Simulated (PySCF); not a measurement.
**A ladder for the ionisation energy of Cu**

Cu [Ar] 3d10 4s1 (2S) → Cu⁺ [Ar] 3d10 (1S). Scalar values calculated with PySCF 2.14 in aug-cc-pVTZ-DK (spin-free X2C; valence: [Ar] frozen). The spin-orbit shift comes from two-component X2C-1e calculations (generalised Hartree-Fock, GHF, and MP2 on its spinors, GMP2) in x2c-QZVPPall-2c: GMP2 gives 7.739 eV without and 7.739 eV with screened spin-orbit coupling, a shift of 0.000 eV (GHF: 0.000 eV). Sums use unrounded values; where a UHF row is shifted, it takes the GHF shift.

| method | scalar (eV) | plus spin-orbit shift (eV) | error (eV) |
| --- | --- | --- | --- |
| UHF | 6.583 | 6.583 | -1.143 |
| LDA | 8.631 | 8.632 | 0.906 |
| PBE | 8.383 | 8.384 | 0.657 |
| PBE0 | 7.971 | 7.971 | 0.245 |
| r2SCAN | 8.260 | 8.260 | 0.534 |
| M06-2X | 7.759 | 7.759 | 0.033 |
| PW91 | 8.448 | 8.448 | 0.722 |
| wB97M-V | 7.663 | 7.663 | -0.063 |
| B97-3 | 7.827 | 7.828 | 0.102 |
| MP2 (valence) | 7.654 | 7.654 | -0.072 |
| SCS-MP2 (valence) | 7.484 | 7.485 | -0.241 |
| CCSD (valence) | 7.506 | 7.507 | -0.220 |
| CCSD(T) (valence) | 7.665 | 7.665 | -0.061 |

Reference: 7.726 eV (measured; NIST Atomic Spectra Database, ionization energies).

The errors of the correlated levels include the incompleteness of the basis and the frozen core, so a lower level can come closer by cancellation.
